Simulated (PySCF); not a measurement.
Compound: C6H8NO2P.
Numbering: `[CH3:1][P@:2](=[O:3])([OH:4])[c:5]1[cH:6][cH:7][cH:8][cH:9][n:10]1`

NICS is the negative of the GIAO shielding at a point without a nucleus: at the ring centre (0) and 1 Å above and below it (1); zz is the component along the ring normal. Level: GIAO KT3/pcSseg-1 (PySCF, non-relativistic, gas phase) on the PBE0-D3(BJ)/def2-SVP geometry, one conformer.

Ring bond lengths (Å): C5–C6 1.394, C6–C7 1.393, C7–C8 1.393, C8–C9 1.395, C9–N10 1.330, N10–C5 1.337.

Task: What do the NICS probes read (ppm)?

Result: 
| ring | type | NICS(0) | NICS(1), two faces | NICS(1)zz, two faces | rms pucker (Å) | centre to ring atoms, mean (Å) |
| --- | --- | --- | --- | --- | --- | --- |
| C5–C6–C7–C8–C9–N10 | 6-membered ring with N; formal bonds all aromatic | -7.6 | -11.0 / -10.9 | -27.4 / -26.9 | 0.01 | 1.37 |

Task: What can be read from them?

Result: 
- C5–C6–C7–C8–C9–N10: mean NICS(1)zz -27.1 ppm, shielded. For a flat ring without four-coordinate atoms the NICS criterion counts such a value as aromatic.

Task: And the bond-length index? HOMA = 1 − mean of α(R − Ropt)² over the ring bonds, with Krygowski's 1993 parameters (CC: Ropt 1.388 Å, α 257.7 Å⁻²; CN: Ropt 1.334 Å, α 93.52 Å⁻²).

Result: 
- C5–C6–C7–C8–C9–N10: HOMA 0.99; the largest term is that of C8–C9, α(R − Ropt)² = 0.01. The geometric and the magnetic index point the same way.

Task: What is the mean of the two in-plane components of NICS at the second NICS(1) probe listed for ring C5–C6–C7–C8–C9–N10, 1 Å off the ring?

Result: The isotropic value is a third of the trace: (3 × -10.9 − (-26.9))/2 = -2.9 ppm.

Task: Give the inner angles of the rings.

Result: 
- C5–C6–C7–C8–C9–N10: C5 123.2°, C6 118.1°, C7 118.9°, C8 118.7°, C9 122.6°, N10 118.6°; sum 720.0° against 720° for a flat convex ring.

Task: How do the values depend on the level or the medium?

Result: 
| level | NICS(0), C5–C6–C7–C8–C9–N10 | mean NICS(1)zz, C5–C6–C7–C8–C9–N10 |
| --- | --- | --- |
| KT3/pcSseg-1, gas | -7.6 | -27.1 |
| PBE0/pcSseg-1, gas | -7.6 | -28.4 |
| PBE0/pcSseg-1, IEF-PCM cyclohexane | -7.5 | -28.4 |
| PBE0/pcSseg-1, IEF-PCM dichloromethane | -7.5 | -28.4 |

The geometry is the same throughout; the continuum's cavity takes Bondi-type radii × 1.2.

The values belong to the conformer `[CH3:1][P@:2](=[O:3])([OH:4])[c:5]1[cH:6][cH:7][cH:8][cH:9][n:10]1`: C1–P2–C5–C6 -89°, H–O4–P2–C1 -102°.
